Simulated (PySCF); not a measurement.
C₃H₄F₂Si.

```xyz
10

C      0.9410    -2.3958     0.0000
C      0.2848    -1.3648     0.0000
C     -0.3913    -0.0680     0.0000
F     -1.2068     0.0425    -1.1131
F     -1.2068     0.0425     1.1131
Si     0.8438     1.4374     0.0000
H      1.5035    -3.3199     0.0000
H      1.6919     1.3580    -1.2345
H      0.0149     2.6871     0.0000
H      1.6919     1.3580     1.2345
```

The structure is a stationary point at PBE-D3(BJ)/def2-SVP. The structure was generated by enumeration, and PubChem lists no compound with its InChIKey, so it may never have been made.

Method: PySCF with HF/pcSseg-1. Non-relativistic, no solvent.

Computed absolute GIAO shielding of each atom: isotropic value and principal components (ppm):
```
atom  σ(iso)    σ11    σ22    σ33   span
----  ------  -----  -----  -----  -----
C1      95.6   33.9   39.6  213.4  179.5
C2     117.6   13.4   15.7  323.5  310.1
C3      84.6   60.6   90.1  103.2   42.6
F4     335.9  195.6  373.3  438.7  243.1
F5     335.9  195.6  373.3  438.7  243.1
Si6    443.1  425.9  429.2  474.1   48.2
H7      27.7   23.4   23.4   36.3   12.8
H8      27.6   24.6   26.1   32.1    7.5
H9      27.5   24.4   25.7   32.4    8.0
H10     27.6   24.6   26.1   32.1    7.5
```
